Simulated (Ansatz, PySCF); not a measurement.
Species: C2H9O2Si, charge 1, multiplicity 1. It need not be the lowest isomer of its formula. 
Coordinates optimised at B3LYP-D3(BJ)/def2-TZVP (Ansatz, a quantum-chemistry and plane-wave program):
```
Si
O 1 1.6166
H 2 0.9620 1 124.62
C 1 1.8310 2 112.85 3 -144.91
H 4 1.0911 1 111.58 2 -39.65
H 4 1.0922 5 109.15 1 124.40
H 4 1.0933 5 107.65 6 116.03
C 1 1.8338 2 117.93 3 1.01
H 8 1.0911 1 112.10 2 44.44
H 8 1.0924 9 108.48 1 -123.18
H 8 1.0933 9 108.23 10 -115.92
O 1 1.8851 2 94.92 3 108.61
H 12 0.9702 1 125.04 2 157.11
H 12 0.9721 13 110.79 1 147.30
```
Charge +1, spin multiplicity 1.

Total electronic energies in hartree. Correlated levels leave the core frozen unless marked. Spin-orbit coupling is left out. No relativistic terms. CBS marks a two-point X^-3 extrapolation of the correlation energy; Hartree-Fock from the larger set. The bracket is a focal-point correction in the basis named.

```tsv
level	program	energy (Eh)
HF/STO-3G	Ansatz	-513.26146
HF/cc-pVTZ	Ansatz	-519.61538
HF/cc-pV(Q+d)Z	Ansatz	-519.64232
SVWN5/def2-TZVPD	Ansatz	(withheld)
BLYP-D3(BJ)/def2-TZVPD	Ansatz + dftd3	-521.46591
BLYP/def2-TZVPD	Ansatz	-521.44425
PBE0/6-31G*	Ansatz	-520.99597
r2SCANh/def2-TZVPD	Ansatz	-521.36681
r2SCAN0-D4/def2-TZVPD	Ansatz + dftd4	-521.35130
M06-2X/def2-TZVPD	PySCF	-521.40895
CAM-B3LYP-D3(BJ)/def2-TZVPD	Ansatz + dftd3	-521.44847
CAM-B3LYP/def2-TZVPD	PySCF	-521.44044
B2GP-PLYP-D4/def2-TZVPD	Ansatz + dftd4	-521.14906
B2PLYP/def2-TZVPD	Ansatz	-521.22811
RPA@PBE/cc-pV(T+d)Z	Ansatz	-521.12594
RI-MP2/cc-pV(T+d)Z	Ansatz	-520.57916
SCS-MP2/6-31G	Ansatz	-519.82009
SCS-MP2/cc-pV(T+d)Z	Ansatz	-520.57679
CCSD/6-31G	Ansatz	-519.85926
CCSD/6-31G*	Ansatz	-520.21917
CCSD/cc-pVTZ	Ansatz	-520.61512
CCSD(T)/cc-pV(D+d)Z	Ansatz	-520.35632
RI-MP2/CBS(cc-pV(T+d)Z,cc-pV(Q+d)Z)+[CCSD(T)-MP2]/cc-pV(T+d)Z	Ansatz	-520.7970
```

Question: Complete the blanks.

Answer: 
- SVWN5/def2-TZVPD, energy (Eh): -518.52443
